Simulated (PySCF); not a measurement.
C₃H₃N₂, SMILES C1=CN=C[N]1 (connectivity only; charge and spin as stated), charge -1, multiplicity 1.

Coordinates come from a B3LYP-D3(BJ)/def2-SVPD optimisation. The spin state was assumed, not searched. The isomer is the one that the SMILES or the coordinates give; other isomers of the formula were not compared.

Calculation: PySCF with PBE0/def2-SVPD.

Symmetry labels are those of the subgroup C2v that the program uses (full group C2v).

List the valence orbital energies around the gap with their symmetry. (The exact figures need the calculation; the answer reports its results.)


| orbital | symmetry | energy (eV) |
|---|---|---|
| HOMO−7 | A1 | -8.16 |
| HOMO−6 | B2 | -5.92 |
| HOMO−5 | B1 | -5.79 |
| HOMO−4 | A1 | -5.38 |
| HOMO−3 | A1 | -2.68 |
| HOMO−2 | B2 | -1.73 |
| HOMO−1 | A2 | -1.67 |
| HOMO | B1 | -0.62 |
| LUMO | A1 | 5.34 |
| LUMO+1 | A1 | 5.87 |
| LUMO+2 | B2 | 6.03 |
| LUMO+3 | A2 | 6.97 |
